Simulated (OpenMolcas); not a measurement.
**What dynamic correlation does to the levels of Sb II**

| Property | Result |
| --- | --- |
| Program | OpenMolcas |
| Basis | ANO-R3 [8s7p5d3f2g1h] |
| Scalar Hamiltonian | X2C, finite nucleus |
| Active space | 2 electrons in 3 orbitals (5p) |
| State averaging | 2S+1 = 3 even, 3 roots; 2S+1 = 1 even, 6 roots |
| Spin-orbit coupling | RASSI with atomic mean-field integrals over the reference wave functions, term energies averaged over their components |

Methods on the same reference wave functions:
A. CASSCF
B. SS-CASPT2, IPEA 0.25 Eh, imaginary shift 0.1 Eh (closed shells correlated: 4d 5s)

Energies in cm-1 above 5s2 5p2 3P0, the measured ground level; measured values from NIST Handbook of Basic Atomic Spectroscopic Data.

```
      Level      A      B  Measured
5s2 5p2 3P0    0.0    0.0       0.0
5s2 5p2 3P1   2466   2660      3055
5s2 5p2 3P2   5161   5110      5658
5s2 5p2 1D2  14264  12170     12790
5s2 5p2 1S0  28408  23190     23906
```

Deviations, from unrounded energies. A percentage is the sum of absolute deviations over the sum of measured energies, with the sign that they share, or ± where signs differ.

| Against measurement | Levels | A | B |
| --- | --- | --- | --- |
| mean absolute deviation (cm-1) | 4 | 1800 | 570 |
| fine structure of the ground term (%) | 2 | -12.5 | -10.8 |
| other terms of the ground configuration (%) | 2 | +16.3 | -3.6 |

B lies closest to measurement on these levels. The largest miss of B in the table is 5s2 5p2 1S0, by -710 cm-1. The ranking rests on the paired levels alone, and a cruder setting can come out closer through cancelling errors.

From A to B the spin-free energies of the other terms of 5s2 5p2 shown, above 3P, scale by factors of 0.73 to 0.76.

The lowest spin-free term lies below A's lowest term by 0.558 hartree in B.

CASPT2 does not keep the components of a term degenerate, so their means are used; among the terms shown or strongly mixed into the levels shown the widest spread is 88 cm-1 (5s2 5p2 1D, B). With the s shell closed, the reference lacks s² → p² mixing. Computed and measured levels are paired by configuration, term and J; levels that our copy of the source lacks, or whose pairing is in doubt (as where it misses far off the trend of its configuration), stay unpaired and out of the deviations. Levels of configurations outside the active space are missing.
